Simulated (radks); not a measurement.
Results of a calculation; reference values are marked as such.
Spin polarisation of the 3d3 shell in V. Start: [Ar] 3d(up 1.5, down 1.5) 4s2; electrons of 3d are moved from spin down to spin up, other shells keep equal spins. Level of theory: non-relativistic Kohn-Sham, BLYP, spin-polarised, spherical densities, point nucleus (a radial shooting solver on a logarithmic mesh with Libxc functionals).

moment (Bohr magnetons)  E - E(0) (eV)  e(3d up) (eV)  e(3d down) (eV)  4s down minus up (eV)
0                                0.000         -5.229           -5.229                  0.000
0.75                            -0.109         -5.497           -4.918                  0.136
1.5                             -0.433         -5.718           -4.568                  0.271
2.25                            -0.969         -5.885           -4.181                  0.404
3                               -1.708         -5.990           -3.758                  0.531

At moment 3 the spin-polarisation energy is -1.708 eV and the 3d exchange splitting 2.231 eV, that is 0.744 eV per Bohr magneton; E = -I m^2/4 would give I = 0.759 eV.
